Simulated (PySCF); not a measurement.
These 2 structures share the formula CH5FOSi. Theory: PySCF, PBE0-D3(BJ)/def2-SVP geometry optimisation, gas phase. Energies are electronic, without zero-point or thermal terms, for one conformer each. No frequencies were run at this level. Point groups hold within 0.08 Å.

Question: Order them by energy at this level, lowest first, and give relative energies in kcal/mol.
A. `[OH:1][SiH2:2][CH2:3][F:4]` with H–O1–Si2–C3 -63°, O1–Si2–C3–F4 63°
B. `[CH3:1][O:2][SiH2:3][F:4]` with C1–O2–Si3–F4 71°

Answer: B (0.0), A (37.0).

As drawn, the lower has an Si–F bond, which the higher lacks; the higher has an O–H bond and an Si–C bond, which the lower lacks.

```tsv
SMILES	E (Eh)	E rel (kcal/mol)	dipole (D)	point group	A, B, C (MHz)
CO[SiH2]F	-505.15132	0.0	1.62	C1	12766, 3754, 3215
O[SiH2]CF	-505.09229	37.0	0.52	C1	10752, 3589, 3017
```

How do the relative energies change in single points at PBE/pcSseg-2 (no added dispersion term) on the same geometries?

| SMILES | PBE0-D3(BJ)/def2-SVP (kcal/mol) | PBE/pcSseg-2 (kcal/mol) | shift |
| --- | --- | --- | --- |
| CO[SiH2]F | 0.0 | 0.0 | 0.0 |
| O[SiH2]CF | 37.0 | 36.9 | -0.1 |

Each column counts from its own lowest isomer. The order is unchanged; the largest shift is 0.1 kcal/mol.
